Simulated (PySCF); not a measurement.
**A thermochemical cycle for ZnB**

PBE in PySCF with def2-SVP on every atom, for the lowest determinant that a PBE0 search found; no spin–orbit coupling. ZnB, a doublet (π ↑), has De = 0.87 eV to neutral atoms, and ZnB⁺, a singlet (closed shell), has De = 2.47 eV to Zn + B⁺.

The adiabatic ionisation energy of ZnB, between the minima, is 7.14 eV.

Q: Which ionisation energy of the B atom does this level give?

A: IE(B) = IE(molecule) + De(ion) − De(neutral) = 7.14 + 2.47 − 0.87 = 8.74 eV; the measured value is 8.298 eV (NIST ASD).

For an ion De counts to the pair picked by the measured ionisation energies or electron affinities, which need not be the lowest pair at this level. States were picked by a PBE0 search and need not be the measured ground states.
